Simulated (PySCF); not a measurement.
## V: excitation energy

V [Ar] 3d3 4s2 (4F) → V [Ar] 3d5 (6S), as a difference of total energies. Computed with PySCF 2.14 in x2c-TZVPPall with one added diffuse shell each of s, p, d, f type (7s6p5d3f1g, 80 functions), with scalar relativity by spin-free X2C-1e. Correlated levels: valence: [Ar] frozen. The calculations carry no spin-orbit coupling.

```csv
method,excitation energy (eV)
UHF,3.757
MP2 (valence),2.713
SCS-MP2 (valence),4.177
CCSD (valence),2.999
CCSD(T) (valence),2.905
```

Question: How much does correlation contribute at CCSD(T) (valence)?

Answer: 2.905 − (3.757) = -0.852 eV, measured against UHF.

The coupled-cluster amplitudes are large for the upper state (T1 above 0.03 or a double amplitude above 0.15), so a single reference is strained.
